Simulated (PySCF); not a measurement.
**Relaxation of triplet HAuO**

Computed with PySCF, UPBE0, basis Au def2-TZVP with ECP60, O def2-TZVP, H def2-TZVP (scalar-relativistic core potentials, no spin–orbit coupling, density fitting). A (50,194) grid was used.

A hand-made bent start, of Cs symmetry, held to at least that symmetry:

```xyz
3
charge 0 multiplicity 3, angstrom
Au    0.1030    0.0000   -0.0805
O    -1.3551    0.0000    0.9405
H     1.3809    0.0000    0.8143
```

Optimiser trace:
```tsv
step	E − E(last) (kJ/mol)	largest gradient (Eh/bohr)
0	76.84	0.08141
1	29.48	0.01347
2	17.88	0.01894
3	9.61	0.01768
4	5.94	0.01479
5	0.38	0.00360
6	0.04	0.00217
7	0.00	0.00044
8	0.00	0.00017
```

It ends at Cs with Au–H 1.584 Å, Au–O 1.905 Å; H–Au–O 154.9° (after a last refinement on a finer grid). A frequency run shows a minimum.

Final geometry:
Z-matrix (Å, degrees; charge 0 multiplicity 3):
```
Au
O  1 1.9051
H  1 1.5838 2 154.89
```

With open d or f shells other occupations or spin states may lie lower. Spin–orbit coupling, left out here, can matter for elements this heavy.

The relaxation took roughly 40 core-seconds on a shared host.
